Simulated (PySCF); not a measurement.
SMILES CC[O][SnH2][NH2] (C2H9NOSn), singlet, PBE0/def2-SVP optimised geometry.

```
14

Sn    -0.73    -1.58     0.00
N      1.31    -1.58     0.00
O     -1.32     0.32     0.00
C     -0.95     1.22     1.01
C      0.39     1.88     0.75
H     -1.46    -2.17    -1.43
H     -1.20    -2.32     1.47
H      1.73    -2.39     0.45
H      1.74    -1.46    -0.91
H     -1.74     1.99     1.07
H     -0.94     0.73     2.01
H      1.19     1.12     0.73
H      0.62     2.62     1.53
H      0.38     2.39    -0.22
```

Density from PBE0/def2-TZVP, def2 effective core potentials past Kr (PySCF) at that geometry. The core electrons that the potentials of Sn replace are not part of the density.

Minimum of the electron density along straight lines between bonded atoms, close to the bond critical point (lines longer than 1.1 times the sum of covalent radii, or with two minima, are not listed):

```tsv
bond	length / Å	ρ at the minimum / e bohr⁻³	∇²ρ there / e bohr⁻⁵	position (fraction from the first atom)
Sn1–N2	2.039	0.116	0.32	0.51
Sn1–O3	1.986	0.117	0.45	0.51
O3–C4	1.403	0.266	-0.59	0.65
C4–C5	1.518	0.254	-0.66	0.51
Sn1–H6	1.711	0.115	0.07	0.63
Sn1–H7	1.715	0.113	0.07	0.63
N2–H8	1.018	0.329	-1.55	0.73
N2–H9	1.017	0.330	-1.56	0.73
C4–H10	1.106	0.277	-0.96	0.64
C4–H11	1.111	0.273	-0.93	0.64
C5–H12	1.101	0.272	-0.92	0.64
C5–H13	1.102	0.269	-0.90	0.64
C5–H14	1.101	0.271	-0.91	0.64
```
